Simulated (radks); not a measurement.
Results of a calculation; reference values are marked as such.
The tin ion Sn+, configuration [Kr] 4d7 5s2 5p4 (not the ground configuration). Code: a radial shooting solver on a logarithmic mesh with Libxc functionals. Model: Dirac Kohn-Sham, PBE, spin-unpolarised, spherical densities, finite nucleus; open shells fill j = l - 1/2 first; Fermi nuclear charge, rms radius 4.6519 fm. Some entries of the table are withheld. Estimate them.

orbital  occ.  eigenvalue (eV)  r(max) (bohr)
1s1/2       2        -29025.90        0.01877
2s1/2       2              (1)         0.1062
2p1/2       2        -4121.266        0.08180
2p3/2       4        -3890.670        0.08632
3s1/2       2        -877.4338         0.3077
3p1/2       2        -760.3177         0.2940
3p3/2       4        -718.1543         0.3043
3d3/2       4        -511.3528         0.2492
3d5/2       6        -502.6416         0.2521
4s1/2       2        -163.2482         0.7416
4p1/2       2              (2)         0.7653
4p3/2       4              (3)         0.7887
4d3/2       4         -52.5185            (4)
4d5/2       3         -51.3063            (5)
5s1/2       2         -24.2985            (6)
5p1/2       2         -15.2659          2.069
5p3/2       2         -14.3476          2.140

Answer. 
(1) 2s1/2 eigenvalue (eV): -4409.738
(2) 4p1/2 eigenvalue (eV): -123.6616
(3) 4p3/2 eigenvalue (eV): -115.6961
(4) 4d3/2 r(max) (bohr): 0.8563
(5) 4d5/2 r(max) (bohr): 0.8645
(6) 5s1/2 r(max) (bohr): 1.821
